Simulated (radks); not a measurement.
Results of a calculation; reference values are marked as such.
Question: These are the eigenvalues of the occupied orbitals of an atom or ion with whole-number occupations (hartree). Level of theory: scalar-relativistic Kohn-Sham, Slater X-alpha with alpha = 0.667, spin-polarised, spherical densities, finite nucleus; Fermi nuclear charge, rms radius of each element as measured or else 0.836 A^(1/3) + 0.57 fm (a radial shooting solver on a logarithmic mesh with Libxc functionals).

orbital  eigenvalue
1s        -3052.659
2s        -541.0667
2p        -466.9382
3s        -128.3379
3p        -106.9098
3d        -84.27291
4s        -28.14332
4p        -21.11270
4d        -12.75415
5s         -4.30080
4f         -3.48116
5p         -2.40179
5d         -0.32140
6s         -0.22152

Which element is it, and in what charge state? The configuration may be excited. Open shells, if any, are filled with parallel spins first.

Answer: Z = 80, mercury, charge 0: Hg in [Hg]. The list shows which subshells hold electrons but not how many an open one holds; the 1s level, -3052.7 hartree, gives Z - s = 78.1 by -(Z - s)^2/2, which with screening and relativity narrows Z to a few neighbours, and the depths of the outer levels then fix element, charge and occupations together.
